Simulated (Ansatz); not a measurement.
Al2F6: where a starting geometry ends

The starting geometry of this gas-phase singlet was optimised with GFN2-xTB.

```xyz
8

Al    0.2837   -0.9786    0.4088
Al   -1.3268    2.1958    0.6787
F    -0.2364   -1.7858    1.7346
F    -0.7131    0.6563    0.7546
F    -0.4241   -1.2678   -1.0401
F     1.7408   -0.2254    0.4238
F    -2.1481    2.5581   -0.6711
F    -1.0205    3.1259    1.9703
```

Question: Predict what it relaxes into with PBE0-D4/def2-SVP.

Answer: A new bond forms, giving a structure with F4 bridging Al1 and Al2, F6 bridging Al2 and Al1, given below by its coordinates. Distances that change by over a tenth: Al1–F6 (1.64 → 1.81 Å). Contacts that close: Al2–F6 (3.92 → 1.81 Å).

The energy falls by 1.67 eV over 17 steps:

| step | E − E(last) (eV) |
| --- | --- |
| 1 | 1.673 |
| 3 | 1.622 |
| 5 | 1.607 |
| 6 | 1.588 |
| 8 | 1.544 |
| 10 | 1.224 |
| 12 | 0.448 |
| 13 | 0.098 |
| 15 | 0.000 |
| 17 | 0.000 |

Final geometry (Å):

```yaml
atoms:
  - { symbol: Al, position_ang: [-0.1629, -0.8131, 0.4690] }
  - { symbol: Al, position_ang: [-0.7983, 1.8827, 0.5958] }
  - { symbol: F, position_ang: [0.3592, -1.5392, 1.8477] }
  - { symbol: F, position_ang: [-1.5850, 0.2616, 0.8062] }
  - { symbol: F, position_ang: [-0.3347, -1.5713, -0.9788] }
  - { symbol: F, position_ang: [0.6237, 0.8080, 0.2578] }
  - { symbol: F, position_ang: [-1.3206, 2.6100, -0.7822] }
  - { symbol: F, position_ang: [-0.6258, 2.6400, 2.0441] }
```

The end wasn't checked by frequencies. Run with Ansatz 0.2.0, 24 s on 2 threads of INTEL(R) XEON(R) PLATINUM 8581C CPU @ 2.30GHz (Emerald Rapids), on a shared host.
